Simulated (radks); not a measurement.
Problem. Neutral strontium, [Kr] 5s2. Method: non-relativistic Kohn-Sham, exchange-only PBE, spin-polarised, spherical densities, point nucleus; computed with a radial shooting solver on a logarithmic mesh with Libxc functionals. Every spin shell is full or empty, so the densities are truly spherical. Functionals are evaluated on that one density, not self-consistently. Rank these orbital-free kinetic functionals by their error against the exact value of the orbitals, and give that value: Thomas-Fermi, von Weizsacker, TF + vW, TF + vW/9, TF + vW/5, APBEK, revAPBEK, PG1, DePristo-Kress, Ernzerhof.

Solution. Exact: 3131.10 hartree. From best to worst, with 100 (|E| - |E exact|)/|E exact| (equal figures are ties): DePristo-Kress -0.07, APBEK +0.13, revAPBEK +0.34, Ernzerhof -0.38, TF + vW/9 -0.70, TF + vW/5 +3.34, Thomas-Fermi -5.76, PG1 +16.84, TF + vW +39.76, von Weizsacker -54.48.
